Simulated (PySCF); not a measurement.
# Relaxation of singlet H₂CrO₂

These are results of PySCF, PBE0, basis Cr def2-TZVP, O def2-TZVP, H def2-TZVP (no relativity, density fitting), not measurements. A (50,194) grid was used.

A hand-made square planar (ligand arrangement 2) start, of D2h symmetry, held to at least that symmetry:

Coordinates in bohr (charge 0 multiplicity 1):
```
Cr    0.0000    0.0000    0.0000
O     0.0000    3.1747    0.0000
O     0.0000   -3.1747    0.0000
H     2.9102    0.0000    0.0000
H    -2.9102    0.0000    0.0000
```

(1) What forces act on the atoms at the start (eV/Å)?

(2) What does it relax to?

(3) How much energy is released, and in how many steps?

Answers

(1) 
```
atom     Fx     Fy    Fz
 Cr1   0.00   0.00  0.00
  O2   0.00  -2.29  0.00
  O3   0.00   2.29  0.00
  H4   1.08   0.00  0.00
  H5  -1.08   0.00  0.00
```

(2) It ends at D2h with Cr–H 1.622 Å (×2), Cr–O 1.632 Å (×2); H–Cr–H 180.0°, H–Cr–O 90.0° (×4), O–Cr–O 180.0°. No frequency check is given, so it may be a saddle point. Other isomers or separated fragments may lie lower.

(3) 19.1 kJ/mol in 5 steps.

Stability towards spin polarisation was not tested.

The relaxation took of the order of 90 core-seconds on a shared host.
